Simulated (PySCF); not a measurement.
Coordinates in bohr (charge 0 multiplicity 3):
```
Pt    0.0000    0.0000   -1.7767
Se    2.2696    0.0000    2.1666
Se   -2.2696    0.0000    2.1666
```

Level of theory: UB3LYP/[Pt def2-SVP with ECP60, Se def2-SVP], scalar-relativistic core potentials, density fitting, no spin–orbit coupling, PySCF.

This geometry of PtSe2 is a stationary point at this level.

What is the point group?

C2v.

Is it a minimum?

Yes: all harmonic wavenumbers are real.

Which band is strongest in the infrared?

151 cm⁻¹ (a1), 0 km/mol.

Give the atomic charges and bond orders.


| atom | Mulliken | Löwdin | polar tensor | spin (Mulliken) | Mayer order to Pt1 |
| --- | --- | --- | --- | --- | --- |
| Pt1 | 0.08 | -0.49 | 0.02 | 0.50 | – |
| Se2,3 | -0.04 | 0.24 | -0.01 | 0.75 | 1.05 |
Other Mayer orders above 0.3: Se–Se 1.29.

Other isomers or separated fragments may lie lower. Other spin states or occupations of the open shell can lie lower. With an element this heavy the missing spin–orbit coupling can shift these numbers.
